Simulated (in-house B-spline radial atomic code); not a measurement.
A run on neutral silver that did not converge. Method: scalar-relativistic (X2C) TPSSh, spin-polarised, spherical fractional occupations, Fermi nucleus of rms radius 4.5454 fm; computed with a B-spline radial code for spherical atoms.

Command:
```bash
python run_scf.py task.json out
```
Settings (nuclear radius in fm, mass in u):
```
Z                47
configuration    [Kr] 4d10 5s0.75 5d0.25
hamiltonian      x2c
method           tpssh
spin_polarised   True
nucleus          fermi
rms_radius       4.5454
atomic_mass      106.90509
speed_of_light   137.035999084
```

First and last ten iterations of the last attempt (damped for 15 steps, keeping 80 % of the old Fock matrix, then DIIS):
```
 iter        energy (Eh)    residual
    1       -5315.204702    7.49e-02
    2       -5315.208963    1.56e-03
    3       -5315.209053    1.02e-03
    4       -5315.209080    8.04e-04
    5       -5315.209090    6.22e-04
    6       -5315.209096    4.77e-04
    7       -5315.209099    3.65e-04
    8       -5315.209102    2.79e-04
    9       -5315.209104    2.13e-04
   10       -5315.209105    1.64e-04
  111       -5315.209114    2.73e-05
  112       -5315.209113    3.16e-05
  113       -5315.209114    2.80e-05
  114       -5315.209112    3.48e-05
  115       -5315.209113    3.41e-05
  116       -5315.209114    3.58e-05
  117       -5315.209114    3.56e-05
  118       -5315.209114    3.05e-05
  119       -5315.209114    3.04e-05
  120       -5315.209114    2.81e-05
 not converged after 120 iterations
```

The smallest residual met was 5.6e-06; the threshold is about 5e-07. Over the last five steps the energy moves by less than 1e-06 hartree, but the orbitals didn't meet the threshold. Cost of the run: 8.4 s on 1 thread of Arm Neoverse N1 (shared host).
